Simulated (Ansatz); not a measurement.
System: SeF3, net charge -1, singlet state. 
Geometry from a B3LYP-D3(BJ)/def2-TZVP (Ansatz, a program for electronic structure) optimisation:
```xyz
4

Se    -0.0081    -0.2833     0.0785
F      1.9339    -0.2501     0.0240
F      0.0414     1.4438    -0.3999
F     -1.9446    -0.1235     0.0795
```
Charge -1, spin multiplicity 1.

Basis-set convergence of Hartree-Fock and CCSD correlation energies (hartree) with Ansatz. Valence correlation only, unless marked. No spin-orbit coupling. The frozen core is the preceding noble-gas configuration, with the filled d and f shells of earlier blocks. Non-relativistic.

```
basis        functions        E(HF)  E(corr, CCSD)
-----------  ---------  -----------  -------------
aug-cc-pVDZ        105  -2698.17914       -0.79243
aug-cc-pVTZ        197          [?]            [?]
```

Task: Some entries are withheld; supply them.

Result: 
- aug-cc-pVTZ, E(HF): -2698.32870
- aug-cc-pVTZ, E(corr, CCSD): -0.98352
